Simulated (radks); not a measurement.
Question: The table gives one normalised radial function P(r) = r R(r) of Cu9+ in [Ar] 3d2 (r in bohr). All-electron calculation, scalar-relativistic Kohn-Sham, LB94 model potential, spin-polarised, spherical densities, finite nucleus; open shells are filled with parallel spins first; Fermi nuclear charge, rms radius 3.8823 fm. Program: a radial shooting solver on a logarithmic mesh with Libxc functionals.

| r | P |
|---|---|
| 0.002165 | 0.0040 |
| 0.002731 | 0.0061 |
| 0.003417 | 0.0092 |
| 0.004309 | 0.0142 |
| 0.00539 | 0.0215 |
| 0.006798 | 0.0330 |
| 0.008505 | 0.0498 |
| 0.01073 | 0.0759 |
| 0.01342 | 0.1132 |
| 0.01692 | 0.1698 |
| 0.02117 | 0.2483 |
| 0.0267 | 0.3628 |
| 0.0334 | 0.5137 |
| 0.04212 | 0.7195 |
| 0.0527 | 0.9685 |
| 0.06646 | 1.2707 |
| 0.08315 | 1.5822 |
| 0.1049 | 1.8809 |
| 0.1312 | 2.0862 |
| 0.1654 | 2.1440 |
| 0.207 | 2.0029 |
| 0.259 | 1.6691 |
| 0.3266 | 1.1902 |
| 0.4086 | 0.7191 |
| 0.5152 | 0.3422 |
| 0.6446 | 0.1292 |
| 0.8129 | 0.0340 |
| 1.017 | 0.0063 |
| 1.283 | 0.0007 |
| 1.605 | 0.0000 |
| 2.024 | 0.0000 |

Which n and l does it have? It may be an empty orbital.

Answer: n = 2, l = 1: the number of nodes gives n - l - 1 = 0, the rise at small r (about r^(l+1)) gives l, and the extent must fit the shell. The curve is that of 2p down; the table hardly tells the two spins apart. 2p down: eigenvalue -1190.8 eV, 0 radial nodes, <r> = 0.205 bohr, 90 % of the charge inside 0.335 bohr.
